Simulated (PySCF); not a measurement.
# Ionisation energy of Cl⁺ by level of theory

Cl⁺ [Ne] 3s2 3p4 (3P) → Cl²⁺ [Ne] 3s2 3p3 (4S), as a difference of total energies. All numbers are calculated (PySCF 2.14, scalar relativity by spin-free X2C-1e, in dyall-acv3z (19s12p6d4f, 113 functions)). Correlated levels: valence: [Ne] frozen; valence and next inner shell: 1s2 frozen; virtual orbitals above 40 to 60 times the deepest correlated orbital energy dropped. The calculations carry no spin-orbit coupling.

```json
{"method": "UHF", "ionisation energy (eV)": "22.578", "error (eV)": "-1.193"}
{"method": "LDA", "ionisation energy (eV)": "23.967", "error (eV)": "+0.196"}
{"method": "PBE", "ionisation energy (eV)": "23.830", "error (eV)": "+0.059"}
{"method": "PBE0", "ionisation energy (eV)": "23.825", "error (eV)": "+0.054"}
{"method": "r2SCAN", "ionisation energy (eV)": "23.794", "error (eV)": "+0.023"}
{"method": "HSE06", "ionisation energy (eV)": "23.831", "error (eV)": "+0.060"}
{"method": "PBEsol", "ionisation energy (eV)": "23.757", "error (eV)": "-0.014"}
{"method": "BHandHLYP", "ionisation energy (eV)": "23.784", "error (eV)": "+0.013"}
{"method": "MP2 (valence)", "ionisation energy (eV)": "23.385", "error (eV)": "-0.386"}
{"method": "SCS-MP2 (valence)", "ionisation energy (eV)": "23.477", "error (eV)": "-0.294"}
{"method": "MP2 (valence and next inner shell)", "ionisation energy (eV)": "23.421", "error (eV)": "-0.350"}
{"method": "SCS-MP2 (valence and next inner shell)", "ionisation energy (eV)": "23.502", "error (eV)": "-0.269"}
```

Reference: 23.771 eV (measured; NIST levels, between the centres of gravity of the two terms).

Errors of the correlated levels include the incompleteness of this basis and the frozen core.
